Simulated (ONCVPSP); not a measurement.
**What one change does to a pseudopotential (H (Z = 1), ONCV)**

- Element: H
- Generator: ONCVPSP 4.0.1
- Type: optimised norm-conserving Vanderbilt (ONCV)
- Functional: PBE
- Relativity: scalar-relativistic
- Frozen core: none
- Valence charge: 1
- Reference configuration: 1s1
- Partial waves: 1s: rc 0.80 bohr, ncon 4, nbas 8, qcut 9.8 1/bohr, 2 projectors, debl 3.1 Ha; p scattering state at 0.09 Ha: rc 0.80 bohr, ncon 4, nbas 8, qcut 8.4 1/bohr, 3 projectors, debl 1.3 Ha
- Local potential: polynomial inside 0.60 bohr (lpopt 2, dvloc0 4 Ha)
- Core correction: none

All-electron outer shells of the reference configuration (PBE, scalar-relativistic, ld1.x):

```
shell  level (eV)  outermost node (bohr)  outermost maximum (bohr)
   1s       -6.49                      –                      1.03
```

Change: all radii scaled by about 1.17 (s 0.94, p 0.94 bohr); local potential polynomial inside 0.70 bohr (lpopt 2, dvloc0 4 Ha).

Cutoffs: the cutoffs (Ha) at which the residual kinetic energy of the hardest occupied pseudo-wave falls to 1 and 0.1 mHa per electron; they do not see the model core or the augmentation charge, which bear on the density cutoff. Errors are all-electron minus pseudo energies relative to the spin-unpolarised reference configuration.

Q: What does the change do?

A: The potential gets softer (25 Ha and 38 Ha → 22 Ha and 33 Ha); neither file shows a bound ghost. A larger radius leaves more room for a smooth pseudo-wave, so fewer plane waves are needed.

```
                         quantity          base  changed
                    cutoff, loose         25 Ha    22 Ha
                    cutoff, tight         38 Ha    33 Ha
                     bound ghosts          none     none
      GHOST(+) flags under 300 eV  p at 78.1 eV     none
error for 1s0.5, meV [ΔE 4.76 eV]          +0.2     +0.4
```
